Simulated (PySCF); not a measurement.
How methods differ on the excitation energy of Cl⁺

Cl⁺ [Ne] 3s2 3p4 (3P) → Cl⁺ [Ne] 3s2 3p3 4s1 (5S), as a difference of total energies. All numbers are calculated (PySCF 2.14, no relativity, point nucleus, in aug-cc-pwCVQZ (10s9p7d5f3g, 134 functions)). Correlated levels: valence: [Ne] frozen; valence and next inner shell: 1s2 frozen; nothing frozen. The calculations carry no spin-orbit coupling.

```
                                method  excitation energy (cm⁻¹)
                                   UHF                    101950
                                   LDA                    107420
                                   PBE                    107200
                                  PBE0                    108040
                                r2SCAN                    109710
                             BHandHLYP                    109250
                                  TPSS                    109800
                                M06-2X                    109900
                         MP2 (valence)                    106020
                     SCS-MP2 (valence)                    108050
    MP2 (valence and next inner shell)                    106190
SCS-MP2 (valence and next inner shell)                    108160
                   MP2 (all electrons)                    106220
               SCS-MP2 (all electrons)                    108180
```

The promoted electron is Rydberg-like, and one or two diffuse shells describe it only roughly, which tends to raise the upper state.

For comparison: 107540 cm⁻¹ (measured; NIST levels, between the centres of gravity of the two terms).
